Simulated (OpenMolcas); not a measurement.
A calculation on Cr III.

| Property | Result |
| --- | --- |
| Program | OpenMolcas |
| Method | XMS-CASPT2, IPEA 0.25 Eh, imaginary shift 0.1 Eh (closed shells correlated: 3s 3p) |
| Basis | ANO-RCC-VTZP [6s5p3d2f1g] |
| Scalar Hamiltonian | DKH2, point nucleus |
| Active space | 4 electrons in 6 orbitals (3d 4s) |
| State averaging | 2S+1 = 5 even, 15 roots; 2S+1 = 3 even, 90 roots kept (CI in the orbitals of an earlier block); 2S+1 = 1 even, 77 roots kept (CI in the orbitals of an earlier block) |
| Spin-orbit coupling | RASSI with atomic mean-field integrals over the reference wave functions, term energies averaged over their components |

**Question.** Which level of the active space comes out lowest?

**Answer.** 3d4 5D0, with 100 % of that term; it is also the measured ground level.

**Question.** How high does 3d4 5D4 lie?

**Answer.** 668 cm-1 above the lowest level; measured 576 cm-1 above the ground level, so the calculation is off by +16 %.

**Question.** How high does 3d4 3H5 lie?

**Answer.** 19110 cm-1 above the lowest level; measured 17397 cm-1 above the ground level, so the calculation is off by +10 %.

**Question.** How high does 3d4 3H4 lie?

**Answer.** 18950 cm-1 above the lowest level; measured 17274 cm-1 above the ground level, so the calculation is off by +10 %.

Measured values: Sugar and Corliss, J. Phys. Chem. Ref. Data 6, 317 (1977).

CASPT2 does not keep the components of a term degenerate, so their means are used; among the terms shown or strongly mixed into the levels shown the widest spread is 950 cm-1 (3d4 3H). Terms from blocks run as CI alone lack orbitals of their own. Computed and measured levels are paired by configuration, term and J; levels that our copy of the source lacks, or whose pairing is in doubt (as where it misses far off the trend of its configuration), stay unpaired and out of the deviations. Only configurations of the active space appear.
